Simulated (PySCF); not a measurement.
Working out the ionisation energy of Re⁺

Re⁺ [Xe] 4f14 5d5 6s1 (7S) → Re²⁺ [Xe] 4f14 5d5 (6S). Computed with PySCF 2.14 in x2c-TZVPPall, with the spin-free X2C one-electron Hamiltonian (Gaussian nucleus). Frozen: [Xe] 4f14. Energies in hartree (1 hartree = 27.21139 eV):

| part | Re⁺ (lower) | Re²⁺ (upper) |
| --- | --- | --- |
| UHF | -16688.007902 | -16687.428692 |
| CCSD correlation | -0.075434 | -0.052757 |
| (T) | -0.001412 | -0.000631 |

**Question.** What does Hartree-Fock give?

**Answer.** (-16687.428692) − (-16688.007902) = 0.579210 hartree = 15.761 eV.

**Question.** What do CCSD and CCSD(T) give?

**Answer.** The CCSD correlation energies differ by 0.022677 hartree = 0.617 eV and the triples by 0.000781 hartree = 0.021 eV, so CCSD gives 16.378 eV and CCSD(T) 16.399 eV.

A first-order spin-orbit estimate adds 0.000 eV to CCSD(T) (valence), giving 16.399 eV against 16.6 ± 0.5 eV (semi-empirical (NIST evaluation); NIST Atomic Spectra Database, ionization energies).

What remains against the reference includes basis incompleteness, the frozen core and higher excitations.
